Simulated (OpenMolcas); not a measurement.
# neutral sulfur: effect of the level shift or regulariser

- Program: OpenMolcas 26.06
- Basis: ANO-RCC-VTZP [5s4p2d1f]
- Scalar Hamiltonian: DKH2, point nucleus
- Active space: 4 electrons in 3 orbitals (3p)
- State averaging: 2S+1 = 3 even, 3 roots; 2S+1 = 1 even, 6 roots
- Spin-orbit coupling: RASSI with atomic mean-field integrals over the reference wave functions, term energies averaged over their components

Methods on the same reference wave functions:
A. CASSCF
B. SS-CASPT2, IPEA 0.25 Eh, imaginary shift 0.1 Eh (closed shells correlated: 2s 2p 3s)
C. SS-CASPT2, IPEA 0.25 Eh, real shift 0.2 Eh (closed shells correlated: 2s 2p 3s)
D. SS-CASPT2, IPEA 0.25 Eh, sigma2 regulariser 0.3 Eh (closed shells correlated: 2s 2p 3s)

Energies in cm-1 above 3s2 3p4 3P2, the measured ground level; measured values from NIST Handbook of Basic Atomic Spectroscopic Data.

```tsv
Level	A	B	C	D	Measured
3s2 3p4 3P2	0.0	0.0	0.0	0.0	0.0
3s2 3p4 3P1	367	369	369	369	396
3s2 3p4 3P0	539	538	538	538	574
3s2 3p4 1D2	11743	9580	9610	9580	9239
3s2 3p4 1S0	28917	23640	23730	23640	22180
```

Deviations, from unrounded energies. A percentage is the sum of absolute deviations over the sum of measured energies, with the sign that they share, or ± where signs differ.

```csv
Against measurement,Levels,A,B,C,D
mean absolute deviation (cm-1),4,2300,470,500,470
fine structure of the ground term (%),2,-6.5,-6.5,-6.5,-6.5
other terms of the ground configuration (%),2,+29.4,+5.7,+6.1,+5.7
```

B, D lie about equally close to measurement and A furthest from it. The largest miss of D in the table is 3s2 3p4 1S0, by +1500 cm-1. The ranking rests on the paired levels alone, and a cruder setting can come out closer through cancelling errors.

Among B to D the level of the table that moves most is 3s2 3p4 1S0, by 88 cm-1 (lowest in D, highest in C). Moves below CASPT2's spread within the term are not significant.

The mean deviations of B to D differ by less than CASPT2's widest spread within a term (150 cm-1), so their order carries little weight.

From A to B the spin-free energies of the other terms of 3s2 3p4 shown, above 3P, scale by factors of 0.81 to 0.82.

The lowest spin-free term lies below A's lowest term by 0.144 hartree in B, 0.143 hartree in C, 0.144 hartree in D.

CASPT2 does not keep the components of a term degenerate, so their means are used; among the terms shown or strongly mixed into the levels shown the widest spread is 150 cm-1 (3s2 3p4 1D, B). With the s shell closed, the reference lacks s² → p² mixing. Without dynamic correlation excited terms often stand tens of per cent too high (terms of higher spin than the ground term too low), and those without a measured partner can miss by more than the paired ones (holds for A). Computed and measured levels are paired by configuration, term and J; levels that our copy of the source lacks, or whose pairing is in doubt (as where it misses far off the trend of its configuration), stay unpaired and out of the deviations. Levels of configurations outside the active space are missing.
